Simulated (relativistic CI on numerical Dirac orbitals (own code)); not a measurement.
# Ni⁺ in a cubic cluster: 3s photoemission with charge transfer

Computed with a charge-transfer multiplet model of a cubic metal-ligand cluster with up to one ligand hole, Slater and spin-orbit integrals from Dirac-Coulomb-Breit ions, Slater integrals scaled by 0.8. The ground state mixes d9 with configurations of k ligand holes L, whose averages lie at kΔ + k(k − 1)U_dd/2; a core hole lowers each added d electron by U_cd. 300 K, Lorentzian 1.4 eV and Gaussian 0.8 eV FWHM.

Atomic integrals in eV (Slater integrals scaled, ζ unscaled), ground: F2dd 9.736, F4dd 6.042, zeta_d 0.072; with the core hole: F2dd 9.736, F4dd 6.042, zeta_d 0.082, G2cd 10.223.

Cluster parameters (eV): Δ = 6.8, U_dd = 6.7, 10Dq = 0.6, 10Dq(ligand) = 0.5, V(eg) = 2.5, V(t2g) = -1.23, final-state hopping factor = 0.9.

| Case | n_d | d9 | d10L | S |
| --- | --- | --- | --- | --- |
| U_cd = 7 eV | 9.10 | 0.90 | 0.10 | 0.50 |
| U_cd = 7.6 eV | 9.10 | 0.90 | 0.10 | 0.50 |
| U_cd = 8.2 eV | 9.10 | 0.90 | 0.10 | 0.50 |
| U_cd = 8.8 eV | 9.10 | 0.90 | 0.10 | 0.50 |
| U_cd = 9.4 eV | 9.10 | 0.90 | 0.10 | 0.50 |

Weights, n_d and S are thermal averages at 300 K. Binding energies count from the first peak over 30 % of the highest in each spectrum, which can be another peak from case to case. The parameters are a model scan and need not match a compound or its usual spin state. Peaks in eV (height, largest 100):
- U_cd = 7 eV: 0.0 (100), 4.5 (20), 7.0 (21)
- U_cd = 7.6 eV: 0.0 (100), 4.5 (26), 7.2 (23)
- U_cd = 8.2 eV: 0.0 (100), 4.5 (33), 7.4 (26)
- U_cd = 8.8 eV: 0.0 (100), 4.5 (42), 7.6 (29)
- U_cd = 9.4 eV: 0.0 (100), 4.6 (52), 7.9 (32)

For the case U_cd = 8.2 eV, Δ = 6.8 eV is larger than U_dd = 6.7 eV, the Mott-Hubbard side of the Zaanen-Sawatzky-Allen scheme. With the core hole the configuration with one ligand hole lies at Δ − U_cd = -0.2, -0.8, -1.4, -2.0, -2.6 eV from the one without, in the order of the table; where this is negative the screened configuration lies lower, though the effective hopping of about 2.1 eV (from the holes of the mixed ground state) mixes the two strongly wherever it is as large as the gap.

Without intra-shell correlation the exchange splitting of the 3s hole comes out too large.
